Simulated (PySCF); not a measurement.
F3Ge, charge +1, multiplicity 1. Atoms are numbered in the order given.

```xyz
4

F      1.6609     0.0000     0.0000
Ge     0.0000     0.0000     0.0000
F     -0.8304     1.4383     0.0000
F     -0.8304    -1.4383     0.0000
```
Charge +1, spin multiplicity 1.

Geometry: PBE0-D3(BJ)/def2-SVP. The spin state was assumed, not searched. The isomer is the one that the SMILES or the coordinates give; other isomers of the formula were not compared.

Level of theory: PBE0/def2-TZVPD (PySCF).

Gas-phase values at a fixed geometry.

Q: Estimate the frontier levels, gap, dipole moment and polarisability. (The exact figures need the calculation; the answer reports its results.)

A: 
highest occupied level: -19.96 eV
lowest empty level: -10.95 eV
orbital gap: 9.01 eV
dipole moment about the centre of nuclear charge: 0.00 D
mean static polarisability: 21.8 bohr³ (3.23 Å³)
polarisability, principal values: 16.6, 24.4, 24.4 bohr³
